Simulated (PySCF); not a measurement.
# One molecule, several mistakes: F3HSi

Calculated results; nothing here was measured. They come from PySCF 2.14.0, an open-source quantum chemistry program, on an isolated molecule that a program drew, which may never have been made. The molecule is F3HSi (charge 0, singlet), drawn as the SMILES string `F[SiH](F)F`.

Each row is a Hartree-Fock (HF) and frozen-core CCSD(T) single point in the cc-pV(D+d)Z basis, meant for a local HF minimum. Run 1 is clean. Each other run has one planted mistake out of seven kinds, and not every kind appears here: one electron removed, one electron added, multiplicity raised by two, geometry at a saddle point, minimal basis STO-3G, one bond length entered in bohr, all coordinates scaled. The reference is restricted for singlets and unrestricted otherwise, and also for a bond in bohr. Adding or removing an electron swaps singlet and doublet. Electrons count all cores. HOMO and LUMO are orbital energies over both spins, the gradient is its largest component, and the lowest frequency (negative if imaginary) is given only where the gradient is small. Bond lengths are over the 4 bonds as drawn. T1 is the CCSD diagnostic: over 0.02 (restricted) or 0.045 (unrestricted) a single reference is doubtful.

Geometry of the clean run:
```xyz
5
F3HSi, angstrom
F    -0.5504    0.3115   -1.1420
Si    0.9848    0.7047   -1.1381
F     1.5341    0.5492   -2.6163
F     1.0983    2.2321   -0.7313
H     1.7295   -0.1309   -0.2199
```

```
run  electrons  basis functions  <S^2>  HOMO (eV)  LUMO (eV)  gradient (hartree/bohr)  lowest frequency (cm^-1)  mean bond (Å)  longest bond (Å)      T1  HF (hartree)  CCSD(T) (hartree)                          mistake
  1         42               70  0.000     -15.52       4.96                  6.4e-06                       307         1.5504             1.585  0.0121    -588.03628         -588.71330                         no fault
  2         42               70  0.927     -10.30       1.55                  2.7e-02                         -         1.9029             2.995  0.0443    -587.85298         -588.49557  one bond length entered in bohr
  3         42               70  2.005      -4.41      -4.30                  1.4e-01                         -         1.5504             1.585  0.0520    -587.63948         -588.30991       multiplicity raised by two
  4         42               70  0.000     -15.48       4.33                  5.5e-02                         -         1.6373             1.673  0.0136    -588.01820         -588.70401           all coordinates scaled
  5         43               70  0.757       4.18      11.04                  1.2e-01                         -         1.5504             1.585  0.0195    -587.86734         -588.55264                                ?
```

**Which mistake was planted in run 5, and what did it cost?**

It counts 43 electrons, one more than the clean run, at the same geometry and basis. So the mistake is: one electron added. Subtracting run 1 and multiplying by 627.51 kcal/mol a hartree, the energy moved by 106.0 kcal/mol in HF and 100.8 kcal/mol in CCSD(T).

Cautions from the logs. Run 3: T1 is over the limit, so its CCSD(T) energy is less reliable; run 5: the HOMO is above zero, so the electron isn't bound and the energy depends on the basis.
